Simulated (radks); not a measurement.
Ionisation of the lithium ion Li+, [He], to 1s1 as the strength of local exchange is varied. Method: scalar-relativistic Kohn-Sham, Slater X-alpha exchange (alpha = 2/3 is LDA exchange), no correlation, spin-polarised, spherical densities, point nucleus; computed with a radial shooting solver on a logarithmic mesh with Libxc functionals.

| alpha | E(Li+) (hartree) | exchange (hartree) | IE (eV) | -e of the level emptied (eV) | <r> of it (bohr) |
|---|---|---|---|---|---|
| 0.667 | -7.01012 | -1.39137 | 71.868 | 57.740 (1s) | 0.5876 |
| 0.75 | -7.18449 | -1.58682 | 73.921 | 60.356 (1s) | 0.5785 |
| 0.83 | -7.35490 | -1.77988 | 75.931 | 62.931 (1s) | 0.5701 |
| 0.856 | -7.41078 | -1.84361 | 76.591 | 63.779 (1s) | 0.5674 |
| 0.939 | -7.59077 | -2.05029 | 78.721 | 66.523 (1s) | 0.5589 |
| 1.039 | -7.81091 | -2.30585 | 81.332 | 69.905 (1s) | 0.5491 |

NIST Atomic Spectra Database: 75.640 eV (theoretical). The Delta-SCF value meets it near alpha = 0.82.
